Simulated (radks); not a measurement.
The numbers below are computed, except where a source is named.
Coulomb parameter of the 4f shell of the dysprosium ion Dy+ in the model configuration [Xe] 4f9 6s1 6p1, as a second difference U = [E(n + 0.5) + E(n - 0.5) - 2 E(n)] / (0.5)^2 with all orbitals relaxed. "Bare": the charge of the atom changes with n. "Screened": the 6p shell takes up the change at fixed total charge, which measures U(4f,4f) + U(6p,6p) - 2 U(4f,6p). Code: a radial shooting solver on a logarithmic mesh with Libxc functionals. Model: Dirac Kohn-Sham, PBE, spin-unpolarised, spherical densities, finite nucleus; open shells are shared between the two j in proportion to 2j + 1; Fermi nuclear charge, rms radius 5.2218 fm.

| case | configuration | E - E(n) (eV) |
|---|---|---|
| start | [Xe] 4f9 6s1 6p1 | 0.000 |
| bare +0.5 | [Xe] 4f9.5 6s1 6p1 | -7.601 |
| bare -0.5 | [Xe] 4f8.5 6s1 6p1 | 11.742 |
| screened +0.5 | [Xe] 4f9.5 6s1 6p0.5 | -4.980 |
| screened -0.5 | [Xe] 4f8.5 6s1 6p1.5 | 7.218 |

U(bare) = 16.562 eV, U(screened by 6p) = 8.954 eV, against the Slater integral F0(4f,4f) = 31.145 eV with frozen orbitals.
